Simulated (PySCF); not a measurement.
Ru⁺: ionisation energy

Ru⁺ [Kr] 4d7 (4F) → Ru²⁺ [Kr] 4d6 (5D), as a difference of total energies. All numbers are calculated (PySCF 2.14, scalar relativity through the core potential, in aug-cc-pVDZ-PP with ECP28MDF). Correlated levels: valence: 4s2 4p6 frozen. The calculations carry no spin-orbit coupling.

Task: Order these methods by the ionisation energy they give, lowest first.
A. MP2 (valence)
B. TPSS
C. SCS-MP2 (valence)
D. PBE

Result: A (16.145 eV), C (16.229 eV), B (16.844 eV), D (16.968 eV).

The reference lies between the lowest fine-structure levels, while these numbers refer to the centres of the terms.

Errors of the correlated levels include the incompleteness of this basis and the frozen core.

For comparison: 16.76 ± 0.06 eV (semi-empirical (NIST evaluation); NIST Atomic Spectra Database, ionization energies).
